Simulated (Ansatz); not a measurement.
`CC(Cl)Br` + HCl → `CC(Cl)Cl` + HBr at 400 K and 1 bar (substitution at a C–Br bond).

Calculated with Ansatz (gas phase, PBE0-D4/def2-TZVP geometries, no zero-point term in ΔE). CCSD(T)/CBS adds triple-zeta CCSD(T) − MP2 to the extrapolated MP2 energy (def2 sets, frozen cores). This one scheme is used for every species. For Br outer-core shells are correlated without core-valence functions, which leaves a few kJ/mol of doubt a bond. Scalar relativity is left out up to krypton.

```json
{"species": "`CC(Cl)Br`", "CCSD(T)/CBS energy (Eh)": "-3111.61100", "H − E (kJ/mol)": "173.6", "S (J/(mol·K))": "339.2"}
{"species": "HCl", "CCSD(T)/CBS energy (Eh)": "-460.38127", "H − E (kJ/mol)": "29.6", "S (J/(mol·K))": "195.4"}
{"species": "`CC(Cl)Cl`", "CCSD(T)/CBS energy (Eh)": "-998.07052", "H − E (kJ/mol)": "174.5", "S (J/(mol·K))": "327.1"}
{"species": "HBr", "CCSD(T)/CBS energy (Eh)": "-2573.91920", "H − E (kJ/mol)": "27.6", "S (J/(mol·K))": "207.2"}
```

H − E and S are ideal-gas, rigid-rotor, harmonic terms from PBE0-D4/def2-TZVP, for one conformer and one mirror image of each species. 1 Eh = 2625.50 kJ/mol, R = 8.31446 J/(mol·K).

Problem. By hand: ΔE, ΔH, ΔS and ΔG.

Solution. ΔE = (-998.07052) + (-2573.91920) − (-3111.61100) − (-460.38127) = 0.00255 Eh = 6.7 kJ/mol. Δ(H − E) = 174.5 + 27.6 − 173.6 − 29.6 = -1.1, so ΔH = 5.6 kJ/mol. ΔS = 327.1 + 207.2 − 339.2 − 195.4 = -0.3 J/(mol·K). ΔG = 5.6 − 400 × (-0.3)/1000 = 5.7 kJ/mol.

Problem. By hand: the equilibrium constant, and the temperature at which ΔG would vanish if ΔH and ΔS stayed fixed.

Solution. log₁₀ K = −ΔG/(RT ln 10) = -0.7. ΔH and −TΔS have one sign here, so there is no such temperature. One of them is within its doubt of zero, so this could turn.

The number of gas molecules stays the same, so ΔS is small and ΔH decides. The sign of ΔG lies within the doubt. A doubt of 5 kJ/mol in ΔE shifts log₁₀ K by 0.7 here. Other conformers and mirror images would add mixing entropy, several J/(mol·K) or more a flexible species. These are equilibria of isolated gas molecules and say nothing of rates. Largest T1 diagnostic: 0.009 (customary marks: 0.02 for closed shells, 0.045 for open ones).
